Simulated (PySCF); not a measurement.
How methods differ on the excitation energy of I²⁺

I²⁺ [Kr] 4d10 5s2 5p3 (4S) → I²⁺ [Kr] 4d10 5s1 5p3 6s1 (6S), as a difference of total energies. Computed with PySCF 2.14 in x2c-QZVPPall with one added diffuse shell each of s, p, d, f type (14s10p8d5f1g, 128 functions), with the spin-free X2C one-electron Hamiltonian (Gaussian nucleus). The calculations carry no spin-orbit coupling.

| method | excitation energy (cm⁻¹) |
| --- | --- |
| UHF | 174240 |
| wB97X-V | 193540 |
| M06 | 198370 |
| MN15 | 193080 |

The promoted electron is Rydberg-like, and one or two diffuse shells describe it only roughly, which tends to raise the upper state.
